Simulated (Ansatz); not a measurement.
Relaxation of ClFH$_{8}$N$_{2}$Si (13 atoms, charge 0, multiplicity 1), to a largest force component of 0.03 eV/Å in at most 50 steps.

Theory: RKS BHLYP/def2-SVP in Ansatz 0.2.0.

```xyz
13
Properties=species:S:1:pos:R:3:forces:R:3
Si -0.916 0.673 1.856 0.22 -0.86 -0.47
F -0.650 -0.801 1.172 -0.16 0.86 0.39
H -1.294 1.654 0.840 0.00 0.00 0.00
H -1.993 0.446 2.832 -0.01 0.00 0.00
Cl 0.735 1.245 2.923 0.02 -0.01 0.00
H 0.832 0.013 -1.007 0.12 0.18 0.13
N 1.208 0.754 -0.424 -0.13 -0.10 -0.02
H -0.626 -1.513 -0.889 0.02 -0.03 -0.16
N -0.534 -1.647 -1.890 -0.09 -0.06 0.12
H 1.559 1.479 -1.035 0.00 0.00 0.01
H 2.002 0.370 0.070 0.00 0.00 0.00
H 0.421 -1.899 -2.098 0.00 0.00 0.00
H -0.743 -0.774 -2.351 0.00 0.00 0.00
```

Q: Where does it end, and by what steps?

A: The forces met the threshold. After 22 steps the energy has fallen by 0.045 eV; Cl5 moved furthest, 0.55 Å.

```csv
step,energy less start (eV),largest force component (eV/Å),accepted
0,0.0000,0.858,yes
1,-0.0158,0.454,yes
2,-0.0290,0.420,yes
3,-0.0339,0.324,yes
4,-0.0355,0.167,yes
5,-0.0391,0.066,yes
6,-0.0397,0.062,yes
7,-0.0405,0.039,yes
8,-0.0415,0.034,yes
9,-0.0421,0.065,yes
10,-0.0424,0.077,yes
11,-0.0429,0.075,yes
12,-0.0431,0.069,yes
13,-0.0435,0.065,yes
14,-0.0437,0.054,yes
15,-0.0438,0.048,yes
16,-0.0440,0.051,yes
17,-0.0442,0.044,yes
18,-0.0442,0.048,yes
19,-0.0444,0.066,yes
20,-0.0445,0.068,yes
21,-0.0446,0.037,yes
22,-0.0447,0.024,yes
```

```xyz
13
Properties=species:S:1:pos:R:3
Si -0.836 0.738 1.832
F -0.978 -0.603 0.941
H -1.052 1.962 1.062
H -1.883 0.591 2.859
Cl 0.936 0.732 2.879
H 0.757 0.093 -0.953
N 1.058 0.845 -0.346
H -0.709 -1.579 -0.997
N -0.438 -1.857 -1.931
H 1.224 1.659 -0.924
H 1.949 0.574 0.049
H 0.546 -2.085 -1.922
H -0.573 -1.069 -2.548
```

Run time: 80 s on 2 threads of Arm Neoverse V2 (shared host), peak memory 0.28 GiB.
